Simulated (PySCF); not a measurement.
Precursor series Nb F-NH2. Gas-phase values, no solvent. One relaxed conformer stands for each flexible species; it need not be the lowest.

The HOMO from two functionals at the same geometries (r2SCAN-D4/def2-SVP), both in PySCF: PBE-D3(BJ)/def2-TZVP and B3LYP-D3(BJ)/def2-TZVP. B3LYP has the VWN-RPA correlation part, as in Gaussian. 

```json
[
 {"species": "1 of 5 F replaced by NH2", "PBE-D3(BJ)/def2-TZVP (eV)": "-7.48", "B3LYP-D3(BJ)/def2-TZVP (eV)": "-8.78"},
 {"species": "2 of 5 F replaced by NH2 ([Nb(F)3(NH2)2])", "PBE-D3(BJ)/def2-TZVP (eV)": "-6.59", "B3LYP-D3(BJ)/def2-TZVP (eV)": "-7.82"},
 {"species": "3 of 5 F replaced by NH2 ([Nb(F)2(NH2)3])", "PBE-D3(BJ)/def2-TZVP (eV)": "-5.67", "B3LYP-D3(BJ)/def2-TZVP (eV)": "-6.85"},
 {"species": "4 of 5 F replaced by NH2 ([Nb(F)(NH2)4])", "PBE-D3(BJ)/def2-TZVP (eV)": "-5.75", "B3LYP-D3(BJ)/def2-TZVP (eV)": "-6.91"}
]
```

Over these rows, drawn at random from the members with no instability flagged (it was tested for open shells, ions and some series alone), PBE minus B3LYP-D3(BJ): mean +1.22 eV, from +1.16 eV to +1.31 eV.
